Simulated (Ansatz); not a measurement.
Reactions of C₄H₉N (`C=CN(C)C`).

Calculated with Ansatz (gas phase, PBE0-D4/def2-TZVP geometries, no zero-point term in ΔE). CCSD(T)/CBS is the MP2 limit (def2-TZVPP, def2-QZVPP) plus CCSD(T) − MP2 in def2-TZVPP, frozen cores. DFT in def2-TZVPP. For Se outer-core shells are correlated without core-valence functions, which leaves a few kJ/mol of doubt a bond. Scalar relativity is left out up to krypton. Each species was taken in one conformer, which may not be the lowest.

```
                                                         reaction  B2PLYP (kcal/mol)  MP2/CBS(def2) (kcal/mol)  r2SCAN-D4 (kcal/mol)
                  `C=CN(C)C` + `OC1=CC1` → `CC1=C(O)C1` + `C=CNC`               -8.2                      -7.3                  -8.0
   `C=CN(C)C` + `F[Si](F)(F)[SeH]` → `C=C[Se][Si](F)(F)F` + `CNC`                6.0                       5.0                   7.3
`C=CN(C)C` + `O[SiH2]N[SiH2]Cl` → `CN([SiH2]O)[SiH2]Cl` + `C=CNC`                8.0                       8.5                   7.5
                     `C=CN(C)C` + `OC[SeH]` → `C=C[Se]CO` + `CNC`                3.2                       2.1                   4.4
```

Problem. Give the CCSD(T)/CBS values in the same order. (Estimate.)

Solution. Ansatz gave: -7.2, 4.8, 7.8, 2.3 kcal/mol.

Largest T1 diagnostic: 0.012, for `OC1=CC1`.
